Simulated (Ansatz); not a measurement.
Basis sets compared for `c1ccc2c(c1)oc1c3ccccc3oc21`. The state is a singlet with charge 0. Geometry PBE0-D4/def2-SVP. Ansatz on 4 threads of Arm Neoverse V1 on a shared host; times are rough, and most runs start from earlier orbitals.

```xyz
24

C    -0.310   -2.153    3.679
C    -1.637   -1.922    3.279
C    -1.929   -1.237    2.106
C    -0.864   -0.776    1.323
C     0.471   -1.022    1.748
C     0.766   -1.705    2.917
O     1.397   -0.512    0.881
C     0.672    0.062   -0.104
C     0.864    0.776   -1.323
C     1.929    1.237   -2.106
C     1.637    1.923   -3.279
C     0.310    2.153   -3.679
C    -0.766    1.705   -2.917
C    -0.471    1.021   -1.748
O    -1.397    0.512   -0.881
C    -0.672   -0.063    0.104
H    -0.117   -2.696    4.607
H    -2.453   -2.290    3.904
H    -2.961   -1.059    1.797
H     1.801   -1.878    3.217
H     2.961    1.059   -1.798
H     2.453    2.290   -3.905
H     0.117    2.696   -4.607
H    -1.801    1.878   -3.217
```

Binding counts from free atoms (C triplet, O triplet, H doublet) in the same basis, without a counterpoise term.

| level | functions | energy (Eh) | HOMO (eV) | LUMO (eV) | binding per atom (eV) | wall time |
| --- | --- | --- | --- | --- | --- | --- |
| PBE-D4/def2-SVP | 264 | -687.4588 | -5.13 | -1.95 | 5.81 | 5.5 s |
| PBE0-D4/def2-SVP | 264 | -687.4926 | -6.01 | -1.26 | 5.66 | 11 s |

(1) Estimate the rows for PBE-D4/def2-TZVP, PBE0-D4/def2-TZVP (with forces).

Answers

(1) 
```csv
level,functions,energy (Eh),HOMO (eV),LUMO (eV),binding per atom (eV),wall time
PBE-D4/def2-TZVP,544,-688.1935,-5.16,-2.05,5.71,14 s
PBE0-D4/def2-TZVP (with forces),544,-688.2245,-5.98,-1.32,5.56,58 s
```
